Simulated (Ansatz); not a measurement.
```yaml
crystal:
  periodic: [false, false, false]
  atoms:
    - {symbol: N, position_ang: [-0.510484, 0.592200, 1.564500]}
    - {symbol: C, position_ang: [-0.550685, -0.096609, 0.301479]}
    - {symbol: C, position_ang: [-0.173354, 0.634967, -1.022958]}
    - {symbol: O, position_ang: [0.764056, -0.293834, -1.612465]}
    - {symbol: Si, position_ang: [0.845292, -1.242787, -0.242100]}
    - {symbol: H, position_ang: [0.395824, 1.004513, 1.743715]}
    - {symbol: H, position_ang: [-1.202788, 1.329321, 1.616410]}
    - {symbol: H, position_ang: [-1.524292, -0.582741, 0.193190]}
    - {symbol: H, position_ang: [-1.007121, 0.799009, -1.712380]}
    - {symbol: H, position_ang: [0.317071, 1.593936, -0.819367]}
    - {symbol: H, position_ang: [0.603381, -2.687580, -0.496063]}
    - {symbol: H, position_ang: [2.120101, -1.105595, 0.520039]}
basis:
  gaussian: {orbitals: def2-SVPD}
magnetization: {spin_polarized: true, initial_magnetization: 1}
hamiltonian: {xc: {name: r2SCAN}, dispersion: d4}
accuracy: high
scf: {lower_state_search: light}
output: {forces: true}
```

```sh
$ ansatz run in.yaml --threads 4 --pin off --events-out ev --progress --plain --max-ram 10444MiB
```

(1) How does Ansatz answer? (Estimate.)

## Answers

(1) Computed: The program refused the input.
```
Error: a molecule whose nuclei and cores have a total charge of 48 cannot have a net charge of 0 together with 1 unpaired electrons
```
